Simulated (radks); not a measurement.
Species: Tm VIII. Configuration: [Kr] 4d10 4f11 5s2 5p3. All-electron calculation, scalar-relativistic Kohn-Sham, LB94 model potential, spin-polarised, spherical densities, finite nucleus; open shells are filled with parallel spins first (spin-orbit coupling, left out, can overturn this in heavy ions); Fermi nuclear charge, rms radius 5.2256 fm. Program: a radial shooting solver on a logarithmic mesh with Libxc functionals.

Normalised radial functions P(r) = r R(r), r in bohr:

r,4d down
0.0008425,0.0000
0.001115,0.0000
0.001475,0.0000
0.001952,0.0001
0.002582,0.0002
0.003417,0.0004
0.004521,0.0008
0.005981,0.0017
0.007914,0.0036
0.01047,0.0075
0.01385,0.0157
0.01833,0.0320
0.02426,0.0633
0.03209,0.1207
0.04246,0.2185
0.05618,0.3688
0.07434,0.5668
0.09836,0.7640
0.1301,0.8482
0.1722,0.6668
0.2278,0.1283
0.3015,-0.6451
0.3989,-1.2901
0.5278,-1.4654
0.6983,-1.1516
0.9239,-0.6404
1.222,-0.2436
1.617,-0.0588
2.14,-0.0079
2.832,-0.0005
3.747,0.0000
4.957,0.0000

4d down: eigenvalue -293.13 eV, 1 radial node at r = 0.239 bohr, <r> = 0.568 bohr, 90 % of the charge inside 0.853 bohr.
